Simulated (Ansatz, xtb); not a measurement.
Isomers of C5H7FSi in order of energy

7 gas-phase structures of C5H7FSi, from a drawn sample of its isomers (lower ones may exist). Each was relaxed with GFN2-xTB; where two conformers were screened, the lower at r2SCAN-D4/def2-SVP is listed:

A. `CC1=C[SiH2]C=C1F`, a singlet
B. `C#C[Si]1(F)CCC1`, a singlet
C. `C#C[C@@H]1C[C@H]1[SiH2]F`, a singlet
D. `CC1=C(F)[SiH2]C=C1`, a singlet
E. `C[Si]1(F)C=CC=C1`, a singlet
F. `C#C[C@@H]1C[C@@H]1[SiH2]F`, a singlet
G. `C#C/C=C/[Si@H](C)F`, a singlet

Question: Estimate their order in r2SCAN-D4/def2-SVP energy at these geometries, lowest first.

Answer: Calculated order at r2SCAN-D4/def2-SVP: E (0.000), B (1.430), G (1.634), A (1.901), D (2.240), C (2.322), F (2.345) eV. Less than 1 kcal/mol parts C and F, so the order within that pair means little.

Energies above the lowest of each column, in eV; the last columns are at B3LYP-D3(BJ)/def2-SVP geometries and were run for some of them only (a dash: not run or not comparable):

| structure | GFN2-xTB | HF/STO-3G | r2SCAN-D4/def2-SVP | B3LYP-D3(BJ)/def2-SVP | CCSD(T)/def2-SVP + ΔMP2/def2-TZVPP |
| --- | --- | --- | --- | --- | --- |
| E | 0.000 | 0.000 | 0.000 | 0.000 | 0.000 |
| B | 0.887 | 0.776 | 1.430 | 1.365 | 1.186 |
| G | 0.773 | 2.052 | 1.634 | 1.513 | 1.519 |
| A | 0.918 | 0.790 | 1.901 | – | – |
| D | 1.056 | 0.903 | 2.240 | – | – |
| C | 0.289 | 2.427 | 2.322 | – | – |
| F | 0.288 | 2.438 | 2.345 | – | – |

Every level run on E puts it lowest or level with the lowest. Flexible structures stand in one conformer each, not always the lowest. Frequencies (GFN2-xTB) were run for B, E, G alone. The ΔMP2 step shifts differences by up to 0.132 eV, which makes them less sure. ΔMP2 is the change of the MP2 energy from the smaller to the larger basis.

Over these structures GFN2-xTB departs from r2SCAN-D4/def2-SVP by 0.569 eV on average once a common shift is removed. A GFN2-xTB relaxation took about 0.074 s and the r2SCAN-D4/def2-SVP energy about 1.9 s on a shared host (Ansatz 0.2.0, xtb 6.7.1).
